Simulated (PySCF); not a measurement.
# First hyperpolarisability: SMILES c1(N(C)C)cc[o+]cc1, [C₇H₁₀NO]+, charge +1

Geometry:
```tsv
atom	x (Å)	y (Å)	z (Å)
C1	-1.738	-1.305	0.439
N2	-1.083	-0.126	-0.088
C3	-1.898	0.880	-0.735
C4	0.222	0.027	0.019
C5	0.911	1.177	-0.488
C6	2.255	1.274	-0.350
O7	3.000	0.351	0.241
C8	2.402	-0.728	0.726
C9	1.067	-0.943	0.650
H10	-1.585	-1.387	1.516
H11	-1.361	-2.209	-0.043
H12	-2.806	-1.244	0.253
H13	-1.821	1.837	-0.215
H14	-1.596	1.016	-1.775
H15	-2.939	0.572	-0.723
H16	0.381	1.972	-0.981
H17	2.829	2.116	-0.711
H18	3.089	-1.422	1.189
H19	0.663	-1.847	1.070
```

Total charge +1.

Level of theory: PySCF 2.14.0, quadratic response wB97X-D/def2-SVPD first hyperpolarisability, Taylor convention, gas phase. Geometry: GFN2-xTB.

**Question.** What is the first hyperpolarisability, and how does it disperse?

**Answer.** In au, Taylor convention; the vector part is βᵢ = ⅓ Σⱼ (βᵢⱼⱼ + βⱼᵢⱼ + βⱼⱼᵢ):
| process | λ (nm) | β vector norm | β HRS | depolarisation ratio |
| --- | --- | --- | --- | --- |
| static β(0;0,0) | ∞ | 253.6 | 132.2 | 2.96 |
| second harmonic β(−2ω;ω,ω) | 1064 | 344.9 | 176.1 | 3.13 |
| Pockels β(−ω;ω,0) | 1064 | 279.4 | – | – |
| second harmonic β(−2ω;ω,ω) | 800 | 456.3 | 229.3 | 3.30 |
| Pockels β(−ω;ω,0) | 800 | 302.0 | – | – |

**Question.** Which lowest excitations and polarisabilities go with it?

**Answer.** S1 5.19 eV (f = 0.387); S2 5.55 eV (f = 0.000); S3 6.15 eV (f = 0.143); isotropic α 89.1 au static, 90.3 au at 1064 nm, 91.2 au at 800 nm, 94.4 au at 532 nm, 100.0 au at 400 nm.
